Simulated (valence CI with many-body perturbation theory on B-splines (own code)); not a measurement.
## E1 transitions of Rh XLI

Method: valence CI with perturbative core correlation (CI+MBPT): three valence electrons over a frozen Dirac-Fock core [He], a basis of 11 s, 11 p, 9 d, 7 f, 5 g, 2 h, 1 i functions for each j, with the one-electron correlation potential Σ1, the two-electron term Σ2, the three-electron term Σ3, Breit, model QED; selected CI, second order for the rest (own B-spline code, finite nucleus).

No measured spectrum was set against this ion. As an estimate, large intervals hold to a few tenths of a per cent, small ones and those within an open d or f shell to about a per cent.

Lines 101 to 150 of 273 in falling wavelength, among levels below 3993.3 eV, chosen from the strongest by gf and those to the six lowest levels. Wavelengths and rates use the calculated energies. Electric multipoles are in the length gauge, E1 and E2 with the static RPA response of the core. Weak lines are less certain than strong ones. Lines between different terms over intervals too small for the method are left out, as are lines whose strength nearly cancels. The highest levels of a list are the least certain.

Levels are named by their leading jj configuration (3d3/2^4 stands for four electrons in 3d with j = 3/2), which in mixed levels can hold well under half, so a name can repeat and another be missing. Letters in brackets count levels of one name in rising energy.

```csv
λ vac (nm),Upper,Lower,A (s⁻¹),S (a.u.)
0.3748,(2s 2p1/2 3s) J=3/2,(2s 2p1/2 2p3/2) J=3/2 [a],1.63e+12,1.70e-04
0.3711,(2s 2p1/2 3d3/2) J=3/2 [a],(2s 2p1/2 2p3/2) J=3/2 [b],1.08e+13,1.09e-03
0.3702,(2p1/2 2p3/2 3d3/2) J=3/2 [b],(2p1/2 2p3/2^2) J=1/2,1.63e+13,1.63e-03
0.3697,(2s 2p3/2 3d5/2) J=5/2 [a],(2s 2p3/2^2) J=3/2,1.85e+13,2.77e-03
0.3696,(2s 2p1/2 3d3/2) J=5/2,(2s 2p1/2 2p3/2) J=3/2 [b],2.31e+12,3.45e-04
0.3692,(2s 2p3/2 3d5/2) J=3/2 [a],(2s 2p3/2^2) J=3/2,3.41e+13,3.39e-03
0.3690,(2s 2p3/2 3d5/2) J=3/2 [a],(2s 2p3/2^2) J=1/2,4.18e+13,4.15e-03
0.3686,(2s 2p1/2 3d5/2) J=5/2 [a],(2s 2p1/2 2p3/2) J=3/2 [b],9.65e+12,1.43e-03
0.3685,(2p1/2^2 3d3/2) J=3/2,(2p1/2^2 2p3/2) J=3/2,3.23e+13,3.20e-03
0.3682,(2s 2p1/2 3d3/2) J=1/2,(2s 2p1/2 2p3/2) J=3/2 [b],5.74e+12,2.83e-04
0.3682,(2s 2p1/2 3d3/2) J=3/2 [b],(2s 2p1/2 2p3/2) J=3/2 [b],1.06e+13,1.05e-03
0.3675,(2s 2p3/2 3d5/2) J=1/2,(2s 2p3/2^2) J=1/2,1.90e+14,9.32e-03
0.3668,(2p1/2 2p3/2 3d5/2) J=5/2 [b],(2p1/2 2p3/2^2) J=5/2,7.31e+13,1.07e-02
0.3667,(2p1/2 2p3/2 3d3/2) J=3/2 [b],(2p1/2 2p3/2^2) J=5/2,3.12e+13,3.03e-03
0.3666,(2s 2p1/2 3d3/2) J=3/2 [a],(2s 2p1/2 2p3/2) J=5/2,9.61e+11,9.35e-05
0.3666,(2s 2p1/2 3d5/2) J=3/2,(2s 2p1/2 2p3/2) J=1/2,1.38e+14,1.34e-02
0.3666,(2s 2p3/2 3s) J=5/2,(2s 2p1/2 2p3/2) J=3/2 [b],4.31e+13,6.29e-03
0.3663,(2p1/2^2 3d5/2) J=5/2,(2p1/2^2 2p3/2) J=3/2,1.58e+14,2.30e-02
0.3662,(2s 2p1/2 3d5/2) J=3/2,(2s 2p1/2 2p3/2) J=3/2 [b],3.02e+13,2.93e-03
0.3661,(2p1/2 2p3/2 3d5/2) J=5/2 [a],(2p1/2 2p3/2^2) J=3/2,5.31e+13,7.72e-03
0.3660,(2s 2p1/2 3d5/2) J=5/2 [b],(2s 2p1/2 2p3/2) J=3/2 [b],1.06e+14,1.53e-02
0.3658,(2p1/2 2p3/2 3d5/2) J=3/2,(2p1/2 2p3/2^2) J=3/2,7.26e+13,7.01e-03
0.3655,(2p1/2 2p3/2 3p1/2) J=3/2 [a],(2s 2p3/2^2) J=1/2,1.92e+13,1.85e-03
0.3651,(2s 2p1/2 3d3/2) J=5/2,(2s 2p1/2 2p3/2) J=5/2,2.35e+13,3.38e-03
0.3650,(2s 2p3/2 3d3/2) J=5/2 [a],(2s 2p3/2^2) J=5/2,1.00e+13,1.44e-03
0.3650,(2p1/2 2p3/2 3d5/2) J=5/2 [b],(2p1/2 2p3/2^2) J=3/2,5.04e+13,7.26e-03
0.3650,(2s 2p3/2 3d3/2) J=3/2 [b],(2s 2p3/2^2) J=3/2,3.37e+13,3.24e-03
0.3649,(2p1/2 2p3/2 3d3/2) J=3/2 [b],(2p1/2 2p3/2^2) J=3/2,5.05e+13,4.84e-03
0.3649,(2s 2p3/2 3s) J=3/2 [a],(2s 2p1/2 2p3/2) J=3/2 [b],7.23e+11,6.93e-05
0.3649,(2s 2p3/2 3d3/2) J=3/2 [b],(2s 2p3/2^2) J=1/2,4.31e+13,4.13e-03
0.3648,(2s 2p3/2 3d3/2) J=7/2,(2s 2p3/2^2) J=5/2,1.34e+13,2.57e-03
0.3648,(2s 2p3/2 3d3/2) J=3/2 [a],(2s 2p3/2^2) J=5/2,2.49e+13,2.39e-03
0.3646,(2s 2p3/2 3d3/2) J=1/2 [b],(2s 2p3/2^2) J=3/2,3.15e+13,1.50e-03
0.3642,(2s 2p1/2 3d5/2) J=5/2 [a],(2s 2p1/2 2p3/2) J=5/2,2.80e+13,4.01e-03
0.3638,(2s 2p1/2 3d3/2) J=3/2 [a],(2s 2p1/2 2p3/2) J=3/2 [a],1.47e+13,1.40e-03
0.3637,(2s 2p1/2 3d3/2) J=3/2 [b],(2s 2p1/2 2p3/2) J=5/2,7.61e+12,7.22e-04
0.3636,(2s 2p3/2 3d5/2) J=5/2 [b],(2s 2p3/2^2) J=3/2,2.79e+14,3.96e-02
0.3633,(2s 2p3/2 3d5/2) J=3/2 [b],(2s 2p3/2^2) J=3/2,7.53e+13,7.13e-03
0.3632,(2s 2p3/2 3d5/2) J=3/2 [b],(2s 2p3/2^2) J=1/2,1.19e+14,1.13e-02
0.3632,(2s 2p1/2 3s) J=1/2 [a],(2s 2p1/2^2) J=1/2,4.77e+12,2.26e-04
0.3631,(2s 2p3/2 3d5/2) J=5/2 [a],(2s 2p3/2^2) J=5/2,1.40e+14,1.98e-02
0.3631,(2s^2 3p3/2) J=3/2,(2s 2p1/2^2) J=1/2,9.80e+11,9.26e-05
0.3629,(2s^2 3d3/2) J=3/2,(2s^2 2p3/2) J=3/2,2.90e+13,2.73e-03
0.3628,(2s 2p1/2 3d5/2) J=7/2,(2s 2p1/2 2p3/2) J=5/2,1.69e+14,3.19e-02
0.3626,(2s 2p3/2 3d5/2) J=3/2 [a],(2s 2p3/2^2) J=5/2,2.64e+13,2.48e-03
0.3624,(2s 2p1/2 3d3/2) J=5/2,(2s 2p1/2 2p3/2) J=3/2 [a],3.74e+13,5.26e-03
0.3621,(2s 2p3/2 3s) J=5/2,(2s 2p1/2 2p3/2) J=5/2,1.09e+13,1.53e-03
0.3620,(2s 2p3/2 3d5/2) J=7/2 [a],(2s 2p3/2^2) J=5/2,2.64e+14,4.95e-02
0.3616,(2s 2p1/2 3d5/2) J=5/2 [b],(2s 2p1/2 2p3/2) J=5/2,4.15e+12,5.80e-04
0.3615,(2s 2p1/2 3d5/2) J=5/2 [a],(2s 2p1/2 2p3/2) J=3/2 [a],1.49e+14,2.08e-02
```
